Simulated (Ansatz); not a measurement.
`[F][Ge]([Cl])([Cl])[Cl]` + `[CH3][Al]([F])[C]#N` → `N#[C][Ge]([Cl])([Cl])[Cl]` + `[CH3][Al]([F])[F]`  (redistribution)

Computed with Ansatz on PBE0-D4/def2-TZVP structures; ΔE is electronic, products minus reactants. CCSD(T)/CBS adds triple-zeta CCSD(T) − MP2 to the extrapolated MP2 energy (def2 sets, frozen cores). Functionals use def2-TZVPP. B3LYP here is the variant with VWN-RPA as its local correlation; programs differ in this. HSE06 is defined as in plane-wave codes. For Ge outer-core shells are correlated without core-valence functions, which leaves a few kJ/mol of doubt a bond. Scalar relativity is left out up to krypton.

```tsv
level	ΔE (kcal/mol)
LDA (SPW92)	-14.7
r2SCAN-D4	-13.5
B3LYP-D4	-14.6
HSE06-D4	-14.2
BLYP	-13.6
CCSD/def2-TZVPP	-15.4
SCS-MP2/def2-QZVPP	-15.9
MP2/CBS(def2)	-16.8
```

(1) What does CCSD(T)/CBS give? (An estimate is asked.)

Largest T1 diagnostic among the species: 0.013.

## Answers

(1) Computed: -15.5 kcal/mol. The listed levels differ from it by 0.8, 2.0, 0.9, 1.3, 1.9, 0.1, -0.4, -1.3 kcal/mol.

In def2-TZVPP, CCSD(T) changes the Hartree–Fock value by −3.4 kcal/mol (the triples alone add −0.2 kcal/mol) and MP2 by −4.8 kcal/mol. The D4 term adds −0.8 kcal/mol with B3LYP and −0.5 kcal/mol with PBE0; it sums over pairs of atoms, weighted by their polarisabilities, and B3LYP, whose exchange is more repulsive, gets the larger term. At CCSD(T), def2-SVP lies +1.0 kcal/mol from the extrapolated value and def2-TZVPP −0.1 kcal/mol.
